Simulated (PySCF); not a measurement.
Computed shifts of a molecule C2H7FOSi, PySCF with PBE/pcSseg-1, GIAO, gas phase, atoms alike by connectivity averaged where their shifts nearly agree, in ppm (number of nuclei): ²⁹Si: 0.1 (1). ¹³C: 57.8 (1), 0.1 (1). ¹⁹F: -180.9 (1). ¹H: 5.43 (1), 4.18 (3), 0.51 (3). References: ²⁹Si against TMS (σ = 335.4 ppm); ¹³C against TMS (σ = 182.0 ppm); ¹⁹F against CFCl3 (σ = 133.6 ppm); ¹⁷O against H2O (σ = 334.3 ppm); ¹H against TMS (σ = 31.49 ppm), references at their B3LYP-D3(BJ)/def2-TZVP geometries, non-relativistic. Geometry optimised at B3LYP-D3(BJ)/def2-SVP. Other conformers were not sampled.

Which molecule gave these data?
A) CO[SiH2]CF
B) OC[SiH2]CF
C) CO[SiH](C)F
D) COC[SiH2]F

C, CO[SiH](C)F
